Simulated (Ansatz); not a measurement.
Cartesian coordinates in Å:
```
B -0.259 1.535 0.603
C 0.181 1.544 -0.849
Ge -0.054 -0.456 -1.034
Si 0.124 -1.695 1.002
H 0.546 1.385 1.481
H -1.423 1.565 0.890
H -0.484 1.964 -1.602
H 1.229 1.734 -1.075
H 1.063 -0.930 -1.981
H -1.422 -0.711 -1.688
H 1.478 -1.520 1.587
H -0.075 -3.134 0.676
H -0.904 -1.280 1.990
```

Charge 0, multiplicity 1.

(1) List the B3LYP/def2-TZVPP orbital energies in eV (Ansatz 0.2.0). (An estimate is asked.)

Answers

(1) Ansatz gave: Occupied: -10850.39, -1799.03, -1354.78, -1205.68, -1205.67, -1205.67, -276.61, -183.37, -169.29, -143.60, -119.55, -119.52, -119.52, -98.92, -98.90, -98.89, -33.11, -33.11, -33.07, -33.04, -33.02, -19.42, -15.52, -13.86, -13.37, -12.00, -10.13, -9.93, -9.80, -9.30, -8.83, -8.37, -8.00. Lowest empty: -1.30, 0.03, 0.17, 0.34, 0.73, 1.43, 1.57, 1.94.

B3LYP here is the variant with VWN-RPA as its local correlation; programs differ in this.
